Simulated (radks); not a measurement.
Results of a calculation; reference values are marked as such.
Spherical quantum dot in the effective-mass picture: electrons in a well V = -V0 / (1 + exp((r - R)/a)) with V0 = 8.53, R = 5.09, a = 0.44, with a point charge +2 (a donor) at the centre, all in effective atomic units (hartree* = m*/eps^2 hartree, bohr* = eps/m* bohr), one dielectric constant everywhere. Level of theory: non-relativistic Kohn-Sham, LDA (Slater exchange, Perdew-Wang correlation), spin-polarised, spherical densities (a radial shooting solver with Libxc functionals). Levels are named by radial order and angular momentum (1s, 1p, 1d, 2s, ...), and open shells are averaged over m. Results are scaled to m* = 0.051 and eps = 7.8, for which hartree* = 22.81 meV and bohr* = 8.093 nm.

N = 5, configuration 1s2 1p(up 3, down 0). This is the lowest configuration that the search found. Occupied and some empty levels:

level,occupation,eigenvalue (meV),<r> (nm)
1s up,1,-182.02,8.679
1s down,1,-181.32,8.117
1p up,3,-167.10,21.67
2s up,0,-166.78,21.18
2s down,0,-164.78,21.68
1p down,0,-164.78,21.72
1d up,0,-159.85,24.29
1d down,0,-157.56,24.49
1f up,0,-151.53,26.01
1f down,0,-149.38,26.23

Energy (meV): total -984.753, kinetic 87.115, external -1164.8, Hartree 132.44, exchange-correlation -39.522.
